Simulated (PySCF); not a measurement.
C$_{2}$H$_{4}$Cl (SMILES C[CH]Cl), doublet, at a GFN2-xTB geometry; DF-HF/6-311++G** (PySCF).

Here is a job for PySCF.
```python
from pyscf import gto, scf
import numpy

mol = gto.M(
    atom='''
C     0.046773    0.704712   -0.204543
C     1.515152    0.668228   -0.062843
Cl   -0.860444   -0.685773    0.147169
H    -0.450456    1.441492   -0.808442
H     1.902369    1.683393    0.001158
H     1.804676    0.114343    0.829105
H     1.999405    0.181265   -0.919381
''',
    basis='6-311++g**',
    charge=0,
    spin=1,
    verbose=4,
)
print('smallest overlap eigenvalue', numpy.linalg.eigvalsh(mol.intor('int1e_ovlp'))[0])

mf = scf.UHF(mol)
mf = mf.density_fit(auxbasis='def2-universal-jkfit')
mf.kernel()
mf.analyze()
```

The log (banner, timings and long lists left out):

```
PySCF version 2.14.0

[INPUT] verbose = 4
[INPUT] num. atoms = 7
[INPUT] num. electrons = 33
[INPUT] charge = 0
[INPUT] spin (= nelec alpha-beta = 2S) = 1
[INPUT] symmetry False subgroup None
[INPUT] Mole.unit = angstrom
[INPUT] Symbol           X                Y                Z      unit          X                Y                Z       unit  Magmom
[INPUT]  1 C      0.046773000000   0.704712000000  -0.204543000000 AA    0.088388160024   1.331712676694  -0.386530250697 Bohr   0.0
[INPUT]  2 C      1.515152000000   0.668228000000  -0.062843000000 AA    2.863222317087   1.262767908766  -0.118756058846 Bohr   0.0
[INPUT]  3 Cl    -0.860444000000  -0.685773000000   0.147169000000 AA   -1.626003505525  -1.295923153621   0.278109104026 Bohr   0.0
[INPUT]  4 H     -0.450456000000   1.441492000000  -0.808442000000 AA   -0.851238471167   2.724025090752  -1.527733967596 Bohr   0.0
[INPUT]  5 H      1.902369000000   1.683393000000   0.001158000000 AA    3.594956397863   3.181151730010   0.002188302852 Bohr   0.0
[INPUT]  6 H      1.804676000000   0.114343000000   0.829105000000 AA    3.410343383576   0.216076954261   1.566781378508 Bohr   0.0
[INPUT]  7 H      1.999405000000   0.181265000000  -0.919381000000 AA    3.778327862086   0.342541205969  -1.737378294129 Bohr   0.0

nuclear repulsion = 95.6930647835924
number of shells = 54
number of NR pGTOs = 158
number of NR cGTOs = 102
basis = 6-311++g**
ecp = {}
smallest overlap eigenvalue 0.00013842928102141756

******** <class 'pyscf.df.df_jk.DFUHF'> ********
method = DFUHF
initial guess = minao
damping factor = 0
level_shift factor = 0
DIIS = <class 'pyscf.scf.diis.CDIIS'>
diis_start_cycle = 1
diis_space = 8
diis_damp = 0
SCF conv_tol = 1e-09
SCF conv_tol_grad = None
SCF max_cycles = 50
direct_scf = False
number electrons alpha = 17  beta = 16
Set gradient conv threshold to 3.16228e-05
******** <class 'pyscf.df.df.DF'> ********
auxbasis = def2-universal-jkfit
init E= -537.858252432315

cycle= 1 E= -537.490536349945  delta_E= 0.368  |g|= 0.268  |ddm|= 1.57
cycle= 2 E= -537.536590986013  delta_E= -0.0461  |g|= 0.136  |ddm|= 0.57
cycle= 3 E= -537.54716797534  delta_E= -0.0106  |g|= 0.0401  |ddm|= 0.157
cycle= 4 E= -537.549335145871  delta_E= -0.00217  |g|= 0.013  |ddm|= 0.114
cycle= 5 E= -537.54965126647  delta_E= -0.000316  |g|= 0.00622  |ddm|= 0.0385
cycle= 6 E= -537.549733252256  delta_E= -8.2e-05  |g|= 0.0024  |ddm|= 0.0215
cycle= 7 E= -537.549745797871  delta_E= -1.25e-05  |g|= 0.000895  |ddm|= 0.00988
cycle= 8 E= -537.549747496656  delta_E= -1.7e-06  |g|= 0.000364  |ddm|= 0.00415
cycle= 9 E= -537.549747790966  delta_E= -2.94e-07  |g|= 0.000136  |ddm|= 0.00185
cycle= 10 E= -537.549747828064  delta_E= -3.71e-08  |g|= 5.11e-05  |ddm|= 0.000646
cycle= 11 E= -537.549747832881  delta_E= -4.82e-09  |g|= 1.92e-05  |ddm|= 0.000215
cycle= 12 E= -537.549747833558  delta_E= -6.76e-10  |g|= 7.28e-06  |ddm|= 6.76e-05
Extra cycle  E= -537.549747833627  delta_E= -6.93e-11  |g|= 4.4e-06  |ddm|= 1.44e-05
converged SCF energy = -537.549747833627  <S^2> = 0.76526205  2S+1 = 2.0152043
**** SCF Summaries ****
Total Energy =                        -537.549747833626952
Nuclear Repulsion Energy =              95.693064783592433
One-electron Energy =                 -929.636785300764359
Two-electron Energy =                  296.393972683544860
Two-electron Coulomb Energy =          335.781334898444584
DFT Exchange-Correlation Energy =      -39.387362214899724
**** MO energy ****
                             alpha | beta                alpha | beta
MO #1   energy= -104.836870843113  | -104.836455302745  occ= 1 | 1
MO #2   energy= -11.2945232920701  | -11.2681302329511  occ= 1 | 1
MO #3   energy= -11.2360297726466  | -11.239170840135   occ= 1 | 1
MO #4   energy= -10.5639462148067  | -10.5634991591377  occ= 1 | 1
MO #5   energy= -8.03151634267599  | -8.03331978587161  occ= 1 | 1
MO #6   energy= -8.03060736540792  | -8.02896074471569  occ= 1 | 1
MO #7   energy= -8.02922364690467  | -8.02699086155476  occ= 1 | 1
MO #8   energy= -1.17106042645901  | -1.1447968845243   occ= 1 | 1
MO #9   energy= -1.01250314248271  | -0.999060488267999 occ= 1 | 1
MO #10  energy= -0.832493898569481 | -0.780594103772073 occ= 1 | 1
MO #11  energy= -0.645208843230956 | -0.632777278454771 occ= 1 | 1
MO #12  energy= -0.613865441711608 | -0.575667454122446 occ= 1 | 1
MO #13  energy= -0.585067373459148 | -0.568356954438676 occ= 1 | 1
MO #14  energy= -0.531789624062735 | -0.526958405749826 occ= 1 | 1
MO #15  energy= -0.507714046937702 | -0.466691828637276 occ= 1 | 1
MO #16  energy= -0.446102325034776 | -0.444643383189941 occ= 1 | 1
MO #17  energy= -0.344228541019744 | 0.0416406013263422 occ= 1 | 0
MO #18  energy= 0.0413265273285522 | 0.0594651105878548 occ= 0 | 0
MO #19  energy= 0.0586486182183267 | 0.0721013760371334 occ= 0 | 0
MO #20  energy= 0.0717656199026807 | 0.0781907854369566 occ= 0 | 0
MO #21  energy= 0.0779694330274791 | 0.0946772581550501 occ= 0 | 0
MO #22  energy= 0.102945385949185  | 0.105761473146095  occ= 0 | 0
MO #23  energy= 0.132745791648422  | 0.135247455636629  occ= 0 | 0
MO #24  energy= 0.140248400816254  | 0.144989500947423  occ= 0 | 0
MO #25  energy= 0.144020920637201  | 0.146816969928891  occ= 0 | 0

To work with the spin densities directly, `use mulliken_meta_spin()` only printing them here.

 ** Mulliken spin pop alpha/beta on meta-lowdin orthogonal AOs **
 ** Mulliken Spin Density (per AO)  **
spin_pop of  0 C 1s       -0.00000
spin_pop of  0 C 2s        0.09255
spin_pop of  0 C 3s       -0.00018
spin_pop of  0 C 4s        0.00011
spin_pop of  0 C 5s        0.00001
spin_pop of  0 C 2px       0.06772
spin_pop of  0 C 2py       0.19477
spin_pop of  0 C 2pz       0.68089
spin_pop of  0 C 3px       0.00034
spin_pop of  0 C 3py       0.00172
spin_pop of  0 C 3pz       0.00623
spin_pop of  0 C 4px       0.00006
spin_pop of  0 C 4py       0.00018
spin_pop of  0 C 4pz       0.00017
spin_pop of  0 C 5px       0.00000
spin_pop of  0 C 5py       0.00011
spin_pop of  0 C 5pz       0.00043
spin_pop of  0 C 3dxy      0.00018
spin_pop of  0 C 3dyz     -0.00114
spin_pop of  0 C 3dz^2    -0.00080
spin_pop of  0 C 3dxz     -0.00018
spin_pop of  0 C 3dx2-y2   -0.00012
spin_pop of  1 C 1s        0.00000
spin_pop of  1 C 2s       -0.01518
spin_pop of  1 C 3s        0.00008
spin_pop of  1 C 4s        0.00002
spin_pop of  1 C 5s        0.00001
spin_pop of  1 C 2px      -0.04364
spin_pop of  1 C 2py      -0.01241
spin_pop of  1 C 2pz      -0.02622
spin_pop of  1 C 3px       0.00008
spin_pop of  1 C 3py       0.00019
spin_pop of  1 C 3pz       0.00045
spin_pop of  1 C 4px      -0.00008
spin_pop of  1 C 4py      -0.00002
spin_pop of  1 C 4pz      -0.00000
spin_pop of  1 C 5px       0.00001
spin_pop of  1 C 5py      -0.00001
spin_pop of  1 C 5pz       0.00000
spin_pop of  1 C 3dxy      0.00019
spin_pop of  1 C 3dyz      0.00001
spin_pop of  1 C 3dz^2    -0.00009
spin_pop of  1 C 3dxz      0.00066
spin_pop of  1 C 3dx2-y2   -0.00007
spin_pop of  2 Cl 1s       -0.00000
spin_pop of  2 Cl 2s        0.00000
spin_pop of  2 Cl 3s        0.00145
spin_pop of  2 Cl 4s        0.00044
spin_pop of  2 Cl 5s        0.00002
spin_pop of  2 Cl 6s        0.00003
spin_pop of  2 Cl 7s       -0.00000
spin_pop of  2 Cl 2px      -0.00000
spin_pop of  2 Cl 2py      -0.00000
spin_pop of  2 Cl 2pz       0.00000
spin_pop of  2 Cl 3px      -0.01421
spin_pop of  2 Cl 3py      -0.01749
spin_pop of  2 Cl 3pz       0.03942
spin_pop of  2 Cl 4px       0.00021
spin_pop of  2 Cl 4py       0.00017
spin_pop of  2 Cl 4pz       0.00174
spin_pop of  2 Cl 5px       0.00002
spin_pop of  2 Cl 5py       0.00010
spin_pop of  2 Cl 5pz       0.00013
spin_pop of  2 Cl 6px       0.00001
spin_pop of  2 Cl 6py       0.00007
spin_pop of  2 Cl 6pz       0.00014
spin_pop of  2 Cl 7px       0.00001
spin_pop of  2 Cl 7py       0.00005
spin_pop of  2 Cl 7pz       0.00010
spin_pop of  2 Cl 3dxy      0.00005
spin_pop of  2 Cl 3dyz      0.00110
spin_pop of  2 Cl 3dz^2     0.00025
spin_pop of  2 Cl 3dxz      0.00039
spin_pop of  2 Cl 3dx2-y2    0.00015
spin_pop of  3 H 1s       -0.05159
spin_pop of  3 H 2s       -0.00011
spin_pop of  3 H 3s        0.00032
spin_pop of  3 H 4s       -0.00006
spin_pop of  3 H 2px       0.00005
spin_pop of  3 H 2py       0.00020
spin_pop of  3 H 2pz       0.00024
spin_pop of  4 H 1s        0.01156
spin_pop of  4 H 2s        0.00008
spin_pop of  4 H 3s        0.00003
spin_pop of  4 H 4s        0.00000
spin_pop of  4 H 2px       0.00001
spin_pop of  4 H 2py       0.00003
spin_pop of  4 H 2pz       0.00003
spin_pop of  5 H 1s        0.01754
spin_pop of  5 H 2s        0.00011
spin_pop of  5 H 3s        0.00008
spin_pop of  5 H 4s        0.00000
spin_pop of  5 H 2px       0.00000
spin_pop of  5 H 2py       0.00007
spin_pop of  5 H 2pz       0.00001
spin_pop of  6 H 1s        0.05937
spin_pop of  6 H 2s        0.00046
spin_pop of  6 H 3s        0.00010
spin_pop of  6 H 4s        0.00003
spin_pop of  6 H 2px      -0.00009
spin_pop of  6 H 2py       0.00002
spin_pop of  6 H 2pz       0.00015
 ** Mulliken Spin Density (per atom)  **
spin density of  0 C =      1.04305
spin density of  1 C =     -0.09604
spin density of  2 Cl =      0.01435
spin density of  3 H =     -0.05097
spin density of  4 H =      0.01174
spin density of  5 H =      0.01781
spin density of  6 H =      0.06005
 ** Mulliken pop alpha/beta on meta-lowdin orthogonal AOs **
 ** Mulliken pop       alpha | beta **
In total            17.00000 | 16.00000
 ** Mulliken atomic charges   ( Nelec_alpha | Nelec_beta ) **
charge of  0C =     -0.09536  (     3.56921      2.52615 )
charge of  1C =     -0.28276  (     3.09336      3.18940 )
charge of  2Cl =     -0.06459  (     8.53947      8.52512 )
charge of  3H =      0.11818  (     0.41543      0.46639 )
charge of  4H =      0.11004  (     0.45085      0.43911 )
charge of  5H =      0.11163  (     0.45309      0.43528 )
charge of  6H =      0.10286  (     0.47859      0.41855 )
Dipole moment(X, Y, Z, Debye):  1.21607,  1.22312, -0.53675
```
